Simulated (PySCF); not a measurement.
Species: C7H9FSSi.
SMILES with atom numbers: `[CH:1]#[C:2][C@:3]1([F:4])[CH2:5][CH:6]=[C:7]1[SiH2:8][S:9][CH3:10]`

NICS is the negative of the GIAO shielding at a point without a nucleus: at the ring centre (0) and 1 Å above and below it (1); zz is the component along the ring normal. Level: GIAO PBE0/pcSseg-1 (PySCF, non-relativistic, gas phase) on the GFN2-xTB geometry, one conformer.

Ring bond lengths (Å), with Mayer bond orders in brackets: C3–C5 1.557 (1.00), C5–C6 1.501 (1.04), C6–C7 1.338 (1.74), C7–C3 1.523 (0.97).

Task: Give the NICS values of each ring in ppm.

Result: 
| ring | type | NICS(0) | NICS(1), two faces | NICS(1)zz, two faces | rms pucker (Å) | centre to ring atoms, mean (Å) |
| --- | --- | --- | --- | --- | --- | --- |
| C3–C5–C6–C7 | 4-membered carbocycle; formal bonds 1 double, 3 single | 3.5 | -1.1 / -3.1 | 4.2 / 1.5 | 0.01 | 1.05 |

Task: What do they say, and how far can they be read as aromaticity?

Result: 
- C3–C5–C6–C7: mean NICS(1)zz 2.8 ppm, near zero. C3, C5 have four or more neighbours; no verdict on aromaticity is drawn. NICS(0) lies 6 ppm above the mean NICS(1).

Task: Give the inner angles of the rings and the Hirshfeld charges of the ring atoms.

Result: 
- C3–C5–C6–C7: C3 86.4° (+0.110 e), C5 85.2° (-0.072 e), C6 95.8° (-0.011 e), C7 92.5° (-0.109 e); sum 359.9° against 360° for a flat convex ring.

Shape of the structure used: `[CH:1]#[C:2][C@:3]1([F:4])[CH2:5][CH:6]=[C:7]1[SiH2:8][S:9][CH3:10]`: C6–C7–Si8–S9 -12°, C7–Si8–S9–C10 180°.
